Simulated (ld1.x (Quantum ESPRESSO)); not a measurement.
Building the TM semilocal potential for Cu (LDA (PZ), scalar-relativistic).

```json
{
 "Element": "Cu (Z = 29)",
 "Generator": "ld1.x (Quantum ESPRESSO) 7.5",
 "Type": "norm-conserving Troullier–Martins (semilocal form)",
 "Functional": "LDA (PZ)",
 "Relativity": "scalar-relativistic",
 "Frozen core": "[Ne]",
 "Valence charge": "19",
 "Reference configuration": "3s2 3p6 3d10 4s1 4p0",
 "Partial waves": "3s (bound): rc 1.06 bohr; 3d (bound): rc 0.85 bohr; 3p (bound): rc 0.90 bohr",
 "Local potential": "the p channel",
 "Core correction": "a·sin(br)/r model core inside 0.60 bohr"
}
```

Occupied shells without a wave of their own: 4s. They enter only through the test configuration that unscreens the potential, and ld1.x also counts them in the model core charge.

Poles of the logarithmic derivatives, all-electron (AE) and pseudo (PS). s: poles at -6.3 (AE) and -6.4 (PS) Ry. p: poles at -2.9 (AE) and -2.9 (PS) Ry. d: poles at 2.4 (AE) and 2.4 (PS) Ry. Test radius 1.15 bohr.

- Cutoffs needed: 300 Ry and over 300 Ry (the cutoffs (Ry, on a coarse ladder) from which the occupation-weighted sum of valence levels, in a spherical-Bessel basis at the reference potential, stays within 10 and 1 mRy of its value at 400 Ry)
- Ghost test: no extra level below or beside the all-electron valence levels (s, d, p tested); the semilocal form is local in each channel, so this says nothing of the separable form that plane-wave codes build from it (spherical-Bessel basis up to 400 Ry, 20 bohr box)
- Largest excitation error: -2937 meV (all-electron minus pseudo) for 3s2 3p6 3d7 4s0 4p0, out of 7 test configurations

The potential misses its own reference levels by up to 0.5 eV. ld1.x takes every shell without a wave as core, so the model core holds the 4s electrons as well and exchange and correlation see them twice. This cancels in the reference configuration, but the file is broken for other ones, and its errors say nothing about a proper core correction.
